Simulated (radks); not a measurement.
Task: Species: Sr3+. Configuration: [Ar] 3d10 4s2 4p5 (the NIST ground configuration). Method: scalar-relativistic Kohn-Sham, SCAN, spin-polarised, spherical densities, finite nucleus; open shells are filled with parallel spins first (spin-orbit coupling, left out, can overturn this in heavy ions); meta-GGA in the generalised Kohn-Sham scheme; Fermi nuclear charge, rms radius 4.224 fm; computed with a radial shooting solver on a logarithmic mesh with Libxc functionals. Some entries of the table are withheld. Estimate them.

orbital,occ.,eigenvalue (hartree),<1/r> (bohr^-1)
1s up,1,-588.2378,38.99
1s down,1,-588.2324,38.99
2s up,1,-81.05275,8.720
2s down,1,-81.05056,8.720
2p up,3,-72.04518,8.497
2p down,3,-72.04028,8.496
3s up,1,-13.65842,2.927
3s down,1,-13.65347,2.926
3p up,3,(1),2.767
3p down,3,(2),2.767
3d up,5,-5.88931,2.509
3d down,5,-5.88120,2.510
4s up,1,(3),1.008
4s down,1,(4),1.007
4p up,3,-1.88930,(5)
4p down,2,-1.83767,(6)

Result: 
(1) 3p up eigenvalue (hartree): -10.71714
(2) 3p down eigenvalue (hartree): -10.71085
(3) 4s up eigenvalue (hartree): -2.60960
(4) 4s down eigenvalue (hartree): -2.55559
(5) 4p up <1/r> (bohr^-1): 0.8891
(6) 4p down <1/r> (bohr^-1): 0.8862
